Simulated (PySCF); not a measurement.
Compound: C5H8F2OSi.
Numbering: `[CH2:1]=[C:2]1[C@@H:3]([CH2:4][F:5])[C@H:6]1[O:7][SiH2:8][F:9]`

Probes without a nucleus sit at each ring's centroid and 1 Å off its mean plane on both sides; NICS is minus the shielding there, NICSzz its component along the normal. Level: GIAO PBE0/pcSseg-1 (PySCF, non-relativistic, gas phase) on the GFN2-xTB geometry, one conformer.

Ring bond lengths (Å), with Mayer bond orders in brackets: C2–C3 1.472 (0.88), C3–C6 1.525 (0.89), C6–C2 1.467 (0.91).

**Question.** Give the NICS values of each ring in ppm.

**Answer.** 
```csv
ring,type,NICS(0),"NICS(1), two faces","NICS(1)zz, two faces",rms pucker (Å),"centre to ring atoms, mean (Å)"
C2–C3–C6,3-membered carbocycle; formal bonds all single,-26.0,-8.6 / -6.0,-20.1 / -14.2,0.00,0.86
```

**Question.** What can be read from them?

**Answer.** 
- C2–C3–C6: mean NICS(1)zz -17.2 ppm, shielded. C3, C6 have four or more neighbours, and the NICS criterion for π rings isn't applied. The two faces differ by 5.9 ppm, so no symmetry operation interchanges them. NICS(0) lies 19 ppm below the mean NICS(1).

**Question.** What is the mean of the two in-plane components of NICS at the second NICS(1) probe listed for ring C2–C3–C6, 1 Å off the ring?

**Answer.** The isotropic value is a third of the trace: (3 × -6.0 − (-14.2))/2 = -1.9 ppm.

**Question.** How shielded are the nuclei of the rings and their hydrogens (means over atoms taken as equivalent)?

**Answer.** 
```tsv
atoms	environment	σ isotropic (ppm)	principal values of the symmetric part, first atom (ppm)
C2	fully substituted alkene carbon	41.6	-55.2, -12.0, 191.8
C3	allylic carbon	159.5	125.9, 147.9, 204.7
C6	sp3 carbon bound to oxygen	133.5	89.3, 112.8, 198.3
H on C3	methine hydrogen	29.67	24.6, 27.0, 37.4
H on C6	methine hydrogen	27.33	21.6, 26.3, 34.2
```

On an Arm Neoverse N1 with one thread, shared host, this took 72 s (grids of density and orbitals included) and 0.89 GiB of memory at its peak. This is the whole shielding run at PBE0/pcSseg-1, SCF included.

Conformer computed: `[CH2:1]=[C:2]1[C@@H:3]([CH2:4][F:5])[C@H:6]1[O:7][SiH2:8][F:9]`: C2–C3–C4–F5 -98°, C3–C6–O7–Si8 89°, C6–O7–Si8–F9 -69°.
